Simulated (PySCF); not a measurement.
H3O3Sn, charge +1. Atoms are numbered in the order given.

```xyz
7

Sn    -0.0138     0.0050     0.0000
O     -0.5818     1.8356     0.0000
H     -1.5400     1.9989     0.0000
O      1.8880    -0.1746     0.0000
H      2.2179    -1.0901     0.0000
O     -1.0523    -1.6148     0.0000
H     -2.0206    -1.5272     0.0000
```
Charge +1, spin multiplicity 1.

Geometry optimised at PBE0-D3(BJ)/def2-SVP. The spin state was assumed, not searched. The isomer is the one that the SMILES or the coordinates give; other isomers of the formula were not compared. The def2 effective core potentials stand for the cores of Sn; spin–orbit coupling is left out. Other conformers were not sampled.

Calculation: PBE/def2-TZVP (PySCF).

Atomic charges (e):

```csv
atom,Löwdin,Mulliken
Sn1,…,1.33
O2,…,-0.47
H3,…,0.36
O4,…,-0.47
H5,…,0.37
O6,…,-0.48
H7,…,0.36
```

Task: What belongs in the gaps? (Estimate from the structure and the level; the computed values follow.)

Result: 
- Sn1, Löwdin: 0.92
- O2, Löwdin: -0.17
- H3, Löwdin: 0.20
- O4, Löwdin: -0.17
- H5, Löwdin: 0.21
- O6, Löwdin: -0.19
- H7, Löwdin: 0.20
